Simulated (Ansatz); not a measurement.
## Reading a saddle point

A first-order saddle point of Si$_{3}$H$_{7}$F, singlet, PBE0-D4/def2-TZVP, with one imaginary mode of 225i cm⁻¹:

| atom | x (Å) | y (Å) | z (Å) |
| --- | --- | --- | --- |
| Si1 | -1.3466 | -1.6702 | 0.3556 |
| Si2 | -0.3079 | 0.3520 | -0.7660 |
| F3 | 0.3376 | -1.3464 | -0.1965 |
| H4 | 0.1374 | 0.2701 | -2.2003 |
| Si5 | 1.3174 | 1.8044 | 0.1311 |
| H6 | -1.7944 | -0.9511 | 1.5691 |
| H7 | -2.4009 | -1.8854 | -0.6627 |
| H8 | -0.9069 | -3.0246 | 0.7970 |
| H9 | 1.0141 | 3.1726 | -0.3769 |
| H10 | 1.2436 | 1.8348 | 1.6172 |
| H11 | 2.7065 | 1.4438 | -0.2676 |

Program: Ansatz 0.2.0. Basis: def2-TZVPP and def2-QZVPP. Cores are frozen in the correlated methods. Extrapolation: Hartree–Fock as exp(−7.88 √X), correlation as X^−2.97.

(1) Which contacts change along the imaginary mode, and what lies on either side? (A judgement: the text doesn't fix the answer.)

(2) Which side is lower, and how far does the saddle lie above each? (To be estimated.)

The T1 diagnostic stays at or below 0.015.

Answers

(1) The calculation gives: The step is Si₃H₇F ([F][SiH]([SiH3])[SiH3]) → Si₂H₄ ([SiH][SiH3]) + SiH₃F ([F][SiH3]), with the molecules in contact on both sides. Shortening one way: Si1–F3; lengthening the same way: Si1–Si2, Si2–F3.
| pair | one side (Å) | saddle (Å) | other side (Å) |
| --- | --- | --- | --- |
| Si1–F3 | 3.26 | 1.80 | 1.65 |
| Si1–Si2 | 2.34 | 2.54 | 3.17 |
| Si2–F3 | 1.61 | 1.90 | 2.21 |

(2) The calculation gives: The side with Si1–Si2, Si2–F3 short is lower by 2.017 eV; the saddle lies 2.300 eV above it and 0.283 eV above the other (CCSD(T) at an estimated basis limit (MP2 extrapolated from triple and quadruple zeta, plus CCSD(T) − MP2 in triple zeta); electronic energies).

Losses and insertions of silylenes and their heavier kin drive the gas-phase chemistry of silicon and germanium vapour deposition.

Labels in which every atom is bracketed show which atoms are joined, not bond orders.

For scale, one of the runs: CCSD(T)/def2-TZVPP, 255 basis functions, launched by `ansatz run in.yaml --threads 4 --pin off --events-out ev --progress --plain --max-ram 9574MiB`. The run took 2.1 min on 4 CPU threads of an Intel Xeon (shared host), with 5.1 GiB of host memory at its peak.
